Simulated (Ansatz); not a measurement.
Reaction (cleavage of the Ge–B bond): `N[BH][GeH3]` + `C=C(N)O` → `C=C(N)[O][GeH3]` + `BN`

Isolated molecules relaxed with PBE0-D4/def2-TZVP in Ansatz; ΔE leaves out vibrations. CCSD(T)/CBS is the MP2 limit (def2-TZVPP, def2-QZVPP) plus CCSD(T) − MP2 in def2-TZVPP, frozen cores. This one scheme is used for every species. Functionals use def2-TZVPP. B3LYP here is the variant with VWN-RPA as its local correlation; programs differ in this. For Ge outer-core shells are correlated without core-valence functions, which leaves a few kJ/mol of doubt a bond. Scalar relativity is left out up to krypton. Each species was taken in one conformer, which may not be the lowest.

`N[BH][GeH3]`:

Cartesian coordinates in Å:
```
N 0.847 -1.418 0.056
B 0.516 -0.203 0.631
Ge -0.808 1.069 -0.309
H 0.475 -1.739 -0.823
H 1.488 -2.069 0.480
H 1.020 0.079 1.681
H -2.052 1.351 0.556
H -1.314 0.491 -1.651
H -0.172 2.439 -0.621
```

`C=C(N)O`:

```xyz
9

C     0.435   -1.102   -0.188
C     0.069    0.150    0.109
N    -1.220    0.627    0.176
O     0.934    1.138    0.445
H    -0.299   -1.843   -0.471
H     1.469   -1.410   -0.117
H    -1.308    1.604   -0.057
H    -1.907    0.046   -0.274
H     1.827    0.791    0.378
```

`C=C(N)[O][GeH3]`:

```xyz
12

C    -0.374    0.859    1.790
C    -0.004    0.076    0.775
N    -0.539   -1.181    0.490
O     0.918    0.469   -0.127
Ge    0.567    0.226   -1.882
H    -0.004    1.871    1.854
H    -1.035    0.490    2.562
H     0.169   -1.892    0.361
H    -1.234   -1.481    1.156
H     0.809   -1.242   -2.269
H     1.603    1.140   -2.546
H    -0.875    0.666   -2.164
```

`BN`:

Z-matrix (Å, degrees):
```
B
N 1 1.385
H 1 1.197 2 119.0
H 1 1.197 2 119.0 3 -180.0
H 2 1.006 1 123.2 3 -0.0
H 2 1.006 1 123.2 3 180.0
```

Problem. Is it downhill or uphill in electronic energy at CCSD(T)/CBS, and by how much? (Estimate.)

Solution. Ansatz gave: Downhill: ΔE = -25.3 kJ/mol.

Problem. What do these levels give: PBE0-D4, B3LYP-D4, PBE0, CCSD(T)/def2-TZVPP, HF/def2-QZVPP, HF/CBS(def2)? (Best estimate.)

Solution. Computed: PBE0-D4 -15.4, B3LYP-D4 -29.6, PBE0 -12.6, CCSD(T)/def2-TZVPP -30.6, HF/def2-QZVPP -43.1, HF/CBS(def2) -43.2 kJ/mol.

Largest T1 diagnostic among the species: 0.013.

In def2-TZVPP, CCSD(T) changes the Hartree–Fock value by +11.3 kJ/mol (the triples alone add −0.2 kJ/mol) and MP2 by +7.6 kJ/mol. The D4 term adds −4.9 kJ/mol with B3LYP and −2.8 kJ/mol with PBE0; it sums over pairs of atoms, weighted by their polarisabilities, and B3LYP, whose exchange is more repulsive, gets the larger term.
